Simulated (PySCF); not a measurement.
Bi(Br)(SiH3)2 (BiBrH6Si2), SMILES [SiH3][Bi]([SiH3])[Br].

Geometry optimised at B3LYP-D3(BJ)/def2-SVP. The def2 effective core potentials stand for the cores of Bi; spin–orbit coupling is left out.

Two levels are set side by side: TDDFT-PBE/def2-SVPD (PySCF) and TDDFT-ωB97X/def2-SVPD (PySCF). Vertical, same geometry. The lowest singlet is HOMO→LUMO 100 % with PBE and HOMO→LUMO 98 % with the other functional; states are paired by order. Differences are taken from unrounded values.

| quantity | TDDFT-ωB97X | TDDFT-PBE | TDDFT-PBE minus TDDFT-ωB97X |
|---|---|---|---|
| lowest singlet excitation (eV) | 3.68 | 3.26 | -0.42 |
| lowest triplet excitation (TDA) (eV) | 3.22 | 2.83 | -0.39 |
| first bright state (f over 0.05) (eV) | 5.55 | 4.92 | -0.63 |
| its oscillator strength | 0.08 | 0.08 | 0.01 |

A lower first singlet is the usual sign of a functional without exact exchange. Differences between two approximate levels are no errors against the true value.

Rough cost on one machine, each run with all the roots and properties that it gave: TDDFT-ωB97X against TDDFT-PBE about 9 times.
